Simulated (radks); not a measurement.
Valence configurations of F3+ (all share [He]). Calculated with a radial shooting solver on a logarithmic mesh with Libxc functionals: non-relativistic Kohn-Sham, BLYP, spin-polarised, spherical densities, point nucleus; open shells are filled with parallel spins first. Energies are relative to 2s2 2p2; eigenvalues in eV for spin up.

\begin{tabular}{lrrrr}
valence & E (eV) & moment (Bohr magnetons) & e(2p) & e(2s) \\ \hline
2s2 2p2 & 0.000 & 2 & -75.087 & -93.094 \\
2s1.5 2p2.5 & 5.651 & 3 & -75.272 & -93.410 \\
2s1 2p3 & 9.841 & 4 & -75.304 & -93.592 \\
2s0.5 2p3.5 & 23.947 & 3 & -74.523 & -92.840 \\
2p4 & 36.606 & 2 & -73.579 & - \\
\end{tabular}

NIST lists [He] 2s2 2p2 as the ground configuration; this level of theory agrees among the configurations tried. The energies are those of spherical high-spin densities, not of single terms.
